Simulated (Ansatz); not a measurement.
Ansatz (an electronic-structure program) input file for SbF5, SMILES [F][Sb]([F])([F])([F])[F], CAM-B3LYP/def2-SVPD. Geometry optimised at B3LYP-D3(BJ)/def2-SVP. The isomer is the one that the SMILES or the coordinates give; other isomers of the formula were not compared. The def2 effective core potentials stand for the cores of Sb; spin–orbit coupling is left out.

Ansatz 0.2 input:
```yaml
crystal:
  periodic: [false, false, false]
  atoms:
    - {symbol: Sb, position_ang: [-0.00000000, -0.00000000, -0.00000000]}
    - {symbol: F, position_ang: [0.00000001, -0.00000000, -1.90430901]}
    - {symbol: F, position_ang: [-0.00000001, 0.00000000, 1.90430901]}
    - {symbol: F, position_ang: [1.89443469, 0.00000000, 0.00000001]}
    - {symbol: F, position_ang: [-0.94721735, -1.64062857, 0.00000000]}
    - {symbol: F, position_ang: [-0.94721734, 1.64062857, -0.00000001]}
basis:
  gaussian:
    orbitals: def2-SVPD
hamiltonian:
  xc: {name: CAM-B3LYP}
```

Program output:

```
WARN ansatz: RAYON_NUM_THREADS=1 ignored (pool sized by the plan → 1); use --threads N
Functional definition: CAM-B3LYP
integrals: 0.10 GiB planned
1312 factors; their error is unknown
integrals: 0.13 GiB planned
457 factors; integrals over basis functions are off by at most 1.8e-5 eV
mean field: 0.96 GiB planned
mean field evaluation 1: about -20101.9641 eV, gradient 7.0e1 eV
mean field evaluation 2: about -20095.2101 eV, gradient 1.0e2 eV
mean field evaluation 4: about -20110.0892 eV, gradient 6.2e-1 eV
mean field evaluation 8: about -20110.0919 eV, gradient 1.8e-2 eV
mean field evaluation 16: about -20110.2154 eV, gradient 2.8e-5 eV
mean field -20110.21538554 eV, -739.0367842250 hartree, gradient 2.8e-5 eV, S^2 0.000000; 0 other end points of the search recorded, 0 dependent functions left out
reference -20110.21552155 eV, -739.0367892233 hartree; 34, 34 occupied and 113, 113 virtual orbitals, 1312 factors
Total energy: -20110.21552155 eV, -739.0367892233 hartree
```

The calculation finished and met its thresholds.

Cost: very roughly 5 core-seconds.
